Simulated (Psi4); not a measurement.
A dimer, BBr3 ··· H3N (SMILES BrB(Br)Br and N); the first 4 atoms form monomer A.

```
8

B     -0.0002     0.0001     0.0002
Br    -1.5209    -1.1474    -0.0933
Br    -0.0291     1.6952    -0.8736
Br     1.5502    -0.5478     0.9667
N      1.2636    -0.9965    -2.0937
H      1.6840    -1.8923    -1.8739
H      0.8043    -1.0910    -2.9923
H      2.0178    -0.3292    -2.2088
```

Question: What interaction energy does SAPT0/jun-cc-pVDZ, frozen core run with Psi4 give, and which attractive term is the largest?

Answer: Total -4.31 kcal/mol: electrostatics -17.54, exchange 24.09, induction -5.33, dispersion -5.53. The most attractive term is electrostatics.
